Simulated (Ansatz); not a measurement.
Consider the formal exchange of groups at the Si–Si bond: `C[SiH](N)[SiH2]N` + `C[SiH2]Cl` → `N[SiH2]C[SiH2]Cl` + `C[SiH2]N`.

Program: Ansatz. Geometries: PBE0-D4/def2-TZVP. ΔE: electronic, gas phase. CCSD(T)/CBS adds triple-zeta CCSD(T) − MP2 to the extrapolated MP2 energy (def2 sets, frozen cores). Functionals use def2-TZVPP. B3LYP here is the variant with VWN-RPA as its local correlation; programs differ in this. One conformer a species, not always the lowest.

`C[SiH](N)[SiH2]N`:

Z-matrix (Å, degrees):
```
C
Si 1 1.871
H 1 1.092 2 111.1
H 1 1.093 2 110.5 3 120.3
H 1 1.094 2 110.9 3 -120.4
N 2 1.733 1 108.9 3 59.2
Si 2 2.353 1 113.4 3 -55.3
H 2 1.500 1 106.8 3 -176.6
H 6 1.009 2 117.5 1 -162.7
H 6 1.009 2 119.8 1 58.5
N 7 1.732 2 105.0 1 111.1
H 7 1.500 2 110.3 1 -13.7
H 7 1.490 2 113.3 1 -131.7
H 11 1.009 7 117.5 2 -43.2
H 11 1.008 7 120.1 2 177.2
```

`C[SiH2]Cl`:

Z-matrix (Å, degrees):
```
C
Si 1 1.857
H 1 1.092 2 110.8
H 1 1.094 2 110.0 3 119.8
H 1 1.092 2 110.8 3 -120.4
Cl 2 2.062 1 109.6 3 60.1
H 2 1.483 1 111.6 3 178.7
H 2 1.483 1 111.5 3 -58.5
```

`N[SiH2]C[SiH2]Cl`:

```xyz
13

N    -1.530   -1.767   -0.867
Si   -0.930   -0.569    0.212
C     0.711    0.075   -0.420
Si    1.408    1.532    0.492
Cl    1.522    1.113    2.509
H    -1.751   -1.535   -1.822
H    -2.164   -2.466   -0.517
H    -0.779   -1.237    1.529
H    -1.822    0.617    0.390
H     0.577    0.394   -1.463
H     1.438   -0.743   -0.425
H     2.783    1.864    0.044
H     0.537    2.723    0.339
```

`C[SiH2]N`:

```xyz
10

C     1.383    0.034    0.212
Si   -0.444    0.427    0.315
N    -1.488   -0.531   -0.661
H     1.955    0.697    0.867
H     1.757    0.163   -0.807
H     1.583   -0.996    0.517
H    -0.644    1.843   -0.098
H    -0.884    0.246    1.726
H    -1.525   -0.399   -1.658
H    -1.691   -1.485   -0.413
```

(1) Is it downhill or uphill in electronic energy at CCSD(T)/CBS, and by how much? (An estimate is asked.)

(2) What do these levels give: PBE-D4, B3LYP-D4, ωB97X-V, ωB97M-V, r2SCAN, B3LYP, HF/def2-TZVPP, CCSD/def2-TZVPP, CCSD(T)/def2-TZVPP, HF/def2-QZVPP, HF/CBS(def2), CCSD/CBS(def2)? (Estimate.)

Largest T1 diagnostic among the species: 0.011.

Answers

(1) The calculation gave: Downhill: ΔE = -17.6 kJ/mol.

(2) The calculation gave: PBE-D4 -1.4, B3LYP-D4 -11.4, ωB97X-V -13.9, ωB97M-V -20.3, r2SCAN -11.6, B3LYP -12.1, HF/def2-TZVPP -24.6, CCSD/def2-TZVPP -18.2, CCSD(T)/def2-TZVPP -17.1, HF/def2-QZVPP -25.8, HF/CBS(def2) -25.9, CCSD/CBS(def2) -18.7 kJ/mol.

From PBE to PBE0 (25 % exact exchange), in def2-TZVPP and without D4, ΔE moves by −5.3 kJ/mol.
